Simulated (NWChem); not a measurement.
# SiH₂O, singlet; SMILES O[SiH]

```xyz
4

Si     0.1399    -0.6336     0.0000
H     -1.4007    -0.8538     0.0000
O      0.1271     1.0356     0.0000
H     -0.7214     1.4922     0.0000
```
Atoms are numbered in this order, from 1.

Computed with NWChem. Geometry optimised at PBE0/def2-SVP; all other runs use it. Low-valent species are run as closed-shell singlets; no triplet was tried in these runs.

| quantity | level | value |
|---|---|---|
| solvation free energy (kcal/mol) in water | PBE0/def2-SVP, SMD | -4.5 |
| −ε(HOMO) (eV) | PBE/def2-SVP | 5.43 |
| isotropic polarisability (bohr³), static | B3LYP/def2-SVPD | 36.9 |
| vertical, lowest state with f > 0.02, singlet (eV) | B3LYP/def2-SVPD, TDA | 3.40 |
| dipole (D) | PBE0/def2-SVP | 1.73 |
| highest harmonic frequency (cm⁻¹) | PBE0/def2-SVP | 3893 |
